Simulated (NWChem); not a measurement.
System meant: C2H5O2 cation; SMILES COC=[OH+]

Input file for NWChem:

```
start job
memory heap 200 mb stack 900 mb global 1100 mb
charge 1
geometry units angstroms noautoz
  C      0.506920    -1.441673    -0.001315
  O     -0.670048    -0.543997    -0.000925
  C     -0.584536     0.717998    -0.000307
  O      0.479057     1.433804     0.000557
  H      1.079175    -1.272782     0.913594
  H      0.076027    -2.439881    -0.006768
  H      1.084897    -1.265457    -0.911255
  H     -1.522233     1.271776    -0.000484
  H      1.333558     0.951483     0.001001
end
basis spherical
  C library def2-svp
  O library def2-svp
  H library def2-svp
end
dft
  odft
  mult 2
  xc xpbe96 cpbe96
  iterations 150
  mulliken
end
task dft energy
```

End of the output:

```
 ==============================================================================
                                 internuclear angles
 ------------------------------------------------------------------------------
        center 1       |       center 2       |       center 3       |  degrees
 ------------------------------------------------------------------------------
    2 O                |   1 C                |   5 H                |   108.82
    2 O                |   1 C                |   6 H                |   103.98
    2 O                |   1 C                |   7 H                |   108.85
    5 H                |   1 C                |   6 H                |   110.72
    5 H                |   1 C                |   7 H                |   113.30
    6 H                |   1 C                |   7 H                |   110.71
    1 C                |   2 O                |   3 C                |   123.46
    2 O                |   3 C                |   4 O                |   127.82
    2 O                |   3 C                |   8 H                |   116.69
    4 O                |   3 C                |   8 H                |   115.49
    3 C                |   4 O                |   9 H                |   116.62
 ------------------------------------------------------------------------------
                            number of included internuclear angles:         11
 ==============================================================================

 Summary of "ao basis" -> "" (spherical)
 ------------------------------------------------------------------------------
       Tag                 Description            Shells   Functions and Types
 ---------------- ------------------------------  ------  ---------------------
 C                          def2-svp                 6       14   3s2p1d
 O                          def2-svp                 6       14   3s2p1d
 H                          def2-svp                 3        5   2s1p

  pbe96 is a nonlocal functional; adding pw91lda local functional.

                                 NWChem DFT Module
                                 -----------------

 Summary of "ao basis" -> "ao basis" (spherical)
 ------------------------------------------------------------------------------
       Tag                 Description            Shells   Functions and Types
 ---------------- ------------------------------  ------  ---------------------
 C                          def2-svp                 6       14   3s2p1d
 O                          def2-svp                 6       14   3s2p1d
 H                          def2-svp                 3        5   2s1p

  number of electrons :                   32
  multiplicity        :                    2
 ------------------------------------------------------------------------
  no. of electrons and multiplicity not compatible                  32
 ------------------------------------------------------------------------
 ------------------------------------------------------------------------
  current input line :
    27: task dft energy
 ------------------------------------------------------------------------
 ------------------------------------------------------------------------
 There is an error in the input file
 ------------------------------------------------------------------------
 For more information see the NWChem manual at https://nwchemgit.github.io

0: no. of electrons and multiplicity not compatible:Received an Error in Communication
```

Task: Find the fault in this run and fix the input.

Result: The program refused the input. Cause: the multiplicity doesn't fit the number of electrons (an even count wants an odd multiplicity, and the reverse). This input runs:
```
start job
memory heap 200 mb stack 900 mb global 1100 mb
charge 1
geometry units angstroms noautoz
  C      0.506920    -1.441673    -0.001315
  O     -0.670048    -0.543997    -0.000925
  C     -0.584536     0.717998    -0.000307
  O      0.479057     1.433804     0.000557
  H      1.079175    -1.272782     0.913594
  H      0.076027    -2.439881    -0.006768
  H      1.084897    -1.265457    -0.911255
  H     -1.522233     1.271776    -0.000484
  H      1.333558     0.951483     0.001001
end
basis spherical
  * library def2-svp
end
dft
  xc xpbe96 cpbe96
  iterations 150
  mulliken
end
task dft energy
```
It converges to -228.93820 Ha (PBE/def2-SVP).
